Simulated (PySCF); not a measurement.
Method: B3LYP-D3(BJ)/def2-TZVP // BP86-D3(BJ)/def2-SVP in PySCF. Gas-phase values, no solvent. One relaxed conformer stands for a flexible species; it need not be the lowest. B3LYP has the VWN-RPA correlation part, as in Gaussian. 

Reference species: [Zr(H)4] (neutral, multiplicity 1).

| Quantity | Value |
|---|---|
| coordination number | 4 |
| mean distance from the central atom to its bonded neighbours | 1.855 Å |
| LUMO | -2.76 eV |
| HOMO | -8.34 eV |

After one change: the coordination number hardly moves; the mean distance from the central atom to its bonded neighbours goes up by 0.098 Å; the LUMO increases by 1.20 eV; the HOMO rises by 1.13 eV.

**Question.** Which change was made? The new species is one of these.
A. [Zr(NH2)(H)3]
B. [Zr(NH2)3(H)]
C. [Zr(NH2)2(H)2]
D. [Zr(NH2)4]

**Answer.** C, [Zr(NH2)2(H)2]
